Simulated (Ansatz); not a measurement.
`BC1C[SiH2]1` + `C[SiH](F)Cl` → `BC[SiH](F)Cl` + `C1C[SiH2]1` at 298.15 K and 1 bar (formal exchange of groups at a B–C bond).

Computed with Ansatz on PBE0-D4/def2-TZVP structures; ΔE is electronic, products minus reactants. CBS: MP2 limit from def2 TZ/QZ plus the TZ coupled-cluster correction, frozen cores. One conformer a species, not always the lowest.

```
       species  CCSD(T)/CBS energy (Eh)  H − E (kJ/mol)  S (J/(mol·K))
 `BC1C[SiH2]1`               -394.14423           230.9          298.3
 `C[SiH](F)Cl`               -889.24457           149.3          318.0
`BC[SiH](F)Cl`               -914.62178           182.7          354.4
  `C1C[SiH2]1`               -368.74760           196.0          266.1
```

H − E and S are ideal-gas, rigid-rotor, harmonic terms from PBE0-D4/def2-TZVP, for one conformer and one mirror image of each species. 1 Eh = 2625.50 kJ/mol, R = 8.31446 J/(mol·K).

**Question.** By hand: ΔE, ΔH, ΔS and ΔG.

**Answer.** ΔE = (-914.62178) + (-368.74760) − (-394.14423) − (-889.24457) = 0.01942 Eh = 51.0 kJ/mol. Δ(H − E) = 182.7 + 196.0 − 230.9 − 149.3 = -1.5, so ΔH = 49.5 kJ/mol. ΔS = 354.4 + 266.1 − 298.3 − 318.0 = 4.2 J/(mol·K). ΔG = 49.5 − 298.15 × (4.2)/1000 = 48.2 kJ/mol.

**Question.** By hand: the equilibrium constant, and the temperature at which ΔG would vanish if ΔH and ΔS stayed fixed.

**Answer.** log₁₀ K = −ΔG/(RT ln 10) = -8.4. ΔG = 0 at ΔH/ΔS = 11786 K, far beyond where these terms or the molecules hold.

The number of gas molecules stays the same, so ΔS is small and ΔH decides. A doubt of 5 kJ/mol in ΔE shifts log₁₀ K by 0.9 here. Other conformers and mirror images would add mixing entropy, several J/(mol·K) or more a flexible species. Modes under 60 cm⁻¹, often nearly free rotors, make the harmonic entropy too high. These are equilibria of isolated gas molecules and say nothing of rates. Largest T1 diagnostic: 0.011 (customary marks: 0.02 for closed shells, 0.045 for open ones).
